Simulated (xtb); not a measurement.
Br2, charge -1, doublet, at a GFN2-xTB geometry (a state made from the parent by changing its charge; the spin is typed, not shown lowest), atoms displaced at random by about 0.05 Å a coordinate. Base run: GFN1-xTB (xtb).

The xtb input:
```
$ xtb mol.xyz --gfn 1 --chrg -1 --uhf 1 --opt --json

# file mol.xyz
2

Br     0.03499120    -0.01735124    -1.49932663
Br     0.06403696    -0.06623961     1.47259325
```

Each row names what was changed in the base input (with any setting that the change needs).

```tsv
change	ΔE vs base (mEh)	optimiser steps
base	0.000	4
opt level = lax	0.000	4
opt level = vtight	0.000	5
opt level = tight	0.000	4
opt level = sloppy	0.112	1
engine = lbfgs	0.000	-
opt level = crude	0.112	1
engine = inertial	0.002	-
opt level = loose	0.112	1
alpb = thf	-73.750	4
```
